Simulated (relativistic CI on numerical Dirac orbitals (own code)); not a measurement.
**Ir2+: 5d valence photoemission**

Computed with this model: Dirac-Coulomb-Breit CI, separate exchange-only KLI orbitals for each configuration, model QED (radiative potential, 1s self-energy scaled to tabulated hydrogen-like ionisation energies), multiplet model of photoemission in the sudden approximation, unscaled Slater integrals; configurations [Xe] 4f14 5d7 → [Xe] 4f14 5d6; 300 K; Lorentzian 0.21 eV and Gaussian 0.5 eV FWHM. Energies are those of the free ion, without screening or charge transfer. The energies are binding energies and can lie tens of eV above those of solids. S is read from ⟨S²⟩ = S(S + 1).

Field parameters in Wybourne normalisation: D4h B²₀ = −7Ds, B⁴₀ = 21(Dq − Dt), B⁴₄ = 21√(5/14) Dq; Oh B⁴₀ = 21Dq, B⁴₄ = √(5/14) B⁴₀; Td as Oh with Dq negative (B⁴₀ = 21Dq, B⁴₄ = √(5/14) B⁴₀). The field is a parameter set, without covalency.

free ion: ground-state S = 1.42, centroid 29.28 eV. Peaks (eV, height): 27.6 (74), 30.1 (100).

Td, 10Dq = -5900 cm⁻¹: ground-state S = 1.45, centroid 29.38 eV. Peaks (eV, height): 27.9 (100), 29.9 (84), 31.7 (11).

D4h, 10Dq = 38250, Ds = -560, Dt = 730 cm⁻¹: ground-state S = 0.57, centroid 29.84 eV. Peaks (eV, height): 26.5 (50), 29.2 (100), 30.7 (83), 32.2 (28).

Td, 10Dq = -8200 cm⁻¹: ground-state S = 1.46, centroid 29.43 eV. Peaks (eV, height): 28.0 (100), 29.8 (77).

D4h, 10Dq = 33950, Ds = 2120, Dt = -510 cm⁻¹: ground-state S = 0.57, centroid 29.97 eV. Peaks (eV, height): 26.6 (44), 29.5 (79), 30.3 (100), 31.3 (54), 33.0 (6).

Oh, 10Dq = 28250 cm⁻¹: ground-state S = 0.63, centroid 29.66 eV. Peaks (eV, height): 26.8 (51), 29.0 (100), 29.8 (80), 30.4 (82), 31.6 (38), 32.7 (6).

Strongest unbroadened transitions for Oh, 10Dq = 28250 cm⁻¹:

```
Energy (eV)  Relative strength
      26.80              100.0
      28.83               49.3
      28.97               74.6
      29.03               74.0
      29.55               23.6
      29.73               67.3
      29.84               22.6
      30.00               42.1
      30.30               36.6
      30.45               49.3
      30.46               24.7
      30.56                7.3
      30.69               43.1
      30.90                3.0
      31.60               69.2
      32.75                5.0
      33.69                2.7
      34.87                3.1
```
